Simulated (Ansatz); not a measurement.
These are frozen-core CCSD(T)/cc-pVTZ // B3LYP-D3(BJ)/def2-TZVP (Ansatz, a program for electronic structure) values and carry that method's errors.

Ansatz 0.2 input:
```yaml
crystal:
  periodic: [false, false, false]
  atoms:
    - { symbol: C, position_ang: [-1.430298, -1.422465, -0.046594] }
    - { symbol: Ga, position_ang: [-0.020418, -0.034018, -0.014241] }
    - { symbol: C, position_ang: [-0.281861, 1.9029, 0.296804] }
    - { symbol: N, position_ang: [1.701435, -0.600179, -0.298273] }
    - { symbol: H, position_ang: [-2.172594, -1.196434, -0.814598] }
    - { symbol: H, position_ang: [-1.953938, -1.457799, 0.9108] }
    - { symbol: H, position_ang: [-1.014026, -2.409473, -0.248594] }
    - { symbol: H, position_ang: [0.656252, 2.451469, 0.211364] }
    - { symbol: H, position_ang: [-0.991186, 2.315116, -0.423334] }
    - { symbol: H, position_ang: [-0.692801, 2.076161, 1.293481] }
    - { symbol: H, position_ang: [2.5039, 0.008155, -0.30591] }
    - { symbol: H, position_ang: [1.962337, -1.558208, -0.466089] }
basis:
  gaussian: { orbitals: cc-pVTZ }
correlation:
  method: ccsd_t
```

Output:

```
Functional definition: HF
1401 factors; integrals over basis functions are off by at most 1.2e-3 eV
mean field evaluation 1: about -56001.8322 eV, gradient 4.7e1 eV
mean field evaluation 2: about -56001.9038 eV, gradient 4.7e1 eV
mean field evaluation 4: about -56006.6366 eV, gradient 3.9e0 eV
mean field evaluation 8: about -56006.6944 eV, gradient 2.2e-1 eV
mean field evaluation 16: about -56005.3912 eV, gradient 2.4e1 eV
mean field -56006.69469276 eV, -2058.2080672577 hartree, gradient 2.1e-6 eV, S^2 0.000000; 0 other end points of the search recorded, 0 dependent functions left out
12 core orbitals not correlated
reference -56006.69469276 eV, -2058.2080672577 hartree; 17, 17 occupied and 216, 216 virtual orbitals, 1401 factors
second order -20.38550262 eV of doubles, -0.00000000 eV of singles
cycle   1  -20.75650357 eV  change   -3.7e-1 eV  update   1.0e-1
cycle   2  -21.29673646 eV  change   -5.4e-1 eV  update   2.9e-2
cycle   3  -21.39983441 eV  change   -1.0e-1 eV  update   1.5e-2
cycle   4  -21.39461585 eV  change    5.2e-3 eV  update   4.0e-3
cycle   5  -21.39482922 eV  change   -2.1e-4 eV  update   2.2e-3
cycle   6  -21.39460925 eV  change    2.2e-4 eV  update   6.7e-4
cycle   7  -21.39439103 eV  change    2.2e-4 eV  update   2.7e-4
cycle   8  -21.39442039 eV  change   -2.9e-5 eV  update   7.1e-5
cycle   9  -21.39442947 eV  change   -9.1e-6 eV  update   2.2e-5
perturbative correction -0.89097682 eV, -0.0327427942 hartree
Total energy: -56028.98009905 eV, -2059.0270408334 hartree
```

Cost: about 10 core-minutes (a rough figure).
